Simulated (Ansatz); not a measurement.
BPH3F3 (relaxed from a model of B(PH3)F3, whose bonding it doesn't keep). The state is a singlet with charge 0. Geometry PBE-D4/def2-SVP, basis def2-TZVP, Ansatz.

Cartesian coordinates in Å:
```
B -0.713 -1.309 0.644
P 0.502 0.915 -0.452
H -0.250 2.096 -0.764
H 1.184 0.864 -1.714
H 1.554 1.612 0.231
F -1.533 -1.500 -0.390
F -1.158 -0.662 1.721
F 0.414 -2.016 0.725
```

```csv
run,HOMO (eV),LUMO (eV)
A,-11.25,2.54
B,-8.18,-0.16
C,-8.58,0.23
D,-7.73,-0.57
E,-9.70,1.18
F,-7.35,-0.71
```

LC-ωPBE has ω = 0.4 bohr⁻¹. HSE06 is defined as in plane-wave codes, on full-range PBE exchange. In the singlet geometry the species has come apart into loosely held pieces.

The runs used B97M-V, BHLYP, HSE06, LC-ωPBE, PBE, PBE0. Estimate which is which.

A LC-ωPBE (range-separated); B HSE06 (range-separated); C PBE0 (25 % exact exchange); D B97M-V (0 % exact exchange); E BHLYP (50 % exact exchange); F PBE (0 % exact exchange). Exact exchange lowers occupied and raises empty levels; among semilocal functionals meta-GGAs tend to open the gap a little, and such runs are hard to tell apart. The gap grows from 6.65 eV (PBE) to 13.79 eV (LC-ωPBE).
